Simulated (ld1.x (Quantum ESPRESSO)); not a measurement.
## Which change was made? (S, TM)

ld1.x (Quantum ESPRESSO) 7.5 input, shortened:

```
&input
   title='S', zed=16., rel=1, dft='PBE', iswitch=3,
   config='[Ne] 3s2 3p4 3d-2'
 /
 &inputp
   pseudotype=2, tm=.true., lloc=1,
   nlcc=.false.
 /
3
2S  1  0   2.00   0.00  0.60  0.60  0.0
3D  3  2  -2.00   0.50  0.55  0.55  0.0
2P  2  1   6.00   0.00  0.35  0.35  0.0
 &test
   configts(1)='2s2 2p6 3s2 3p4'
 /
```

Occupied shells without a wave of their own: 3p, 3s. They enter only through the test configuration that unscreens the potential.

Cutoffs, loose and tight: the cutoffs (Ry, on a coarse ladder) from which the occupation-weighted sum of valence levels, in a spherical-Bessel basis at the reference potential, stays within 10 and 1 mRy of its value at 400 Ry. They do not see the model core or the augmentation charge, which bear on the density cutoff. Test errors are all-electron minus pseudo excitation energies from the reference, over the configurations 2s2 2p6 3s2 3p3; 2s2 2p6 3s2 3p2; 2s2 2p6 3s2 3p1; 2s2 2p6 3s2 3p4.3; 2s2 2p5 3s2 3p4; 2s2 2p6 3s1 3p4; 2s2 2p6 3s2 3p0; variants that change the core or the reference have their own tests.

The base gives: outcome: generated, misses its reference levels by 0.24 eV; bound ghosts: not determined; largest test error (meV): -272.

On the changes marked as counting shells twice: ld1.x takes every shell without a wave as core, so the model core holds the marked electrons as well and exchange and correlation see them twice. This cancels in the reference configuration, but the file is broken for other ones, and its errors say nothing about a proper core correction.

(1) After one change the result is: outcome: generated, misses its reference levels by 0.39 eV; bound ghosts: not determined; largest test error (meV): -850. Which change was it?
A. wave 2s (bound): rc 0.60 bohr becomes 2s (bound): rc 0.88 bohr
B. all radii scaled by about 1.20 (s 0.72, p 0.42, d 0.66 bohr)
C. core correction a·sin(br)/r model core inside 0.40 bohr (3p, 3s counted twice)
D. wave 2p (bound): rc 0.35 bohr becomes 2p (bound): rc 0.24 bohr
E. local potential the s channel

Answers

(1) E. The others give: wave 2p (bound): rc 0.35 bohr becomes 2p (bound): rc 0.24 bohr → outcome: generated, misses its reference levels by 0.31 eV; bound ghosts: not determined; largest test error (meV): -346 | all radii scaled by about 1.20 (s 0.72, p 0.42, d 0.66 bohr) → outcome: generated, misses its reference levels by 0.39 eV; bound ghosts: not determined; largest test error (meV): -442 | wave 2s (bound): rc 0.60 bohr becomes 2s (bound): rc 0.88 bohr → outcome: generated, misses its reference levels by 0.68 eV; bound ghosts: not determined; largest test error (meV): -768 | core correction a·sin(br)/r model core inside 0.40 bohr (3p, 3s counted twice) → outcome: generated, misses its reference levels by 0.24 eV; bound ghosts: not determined; largest test error (meV): -2473.
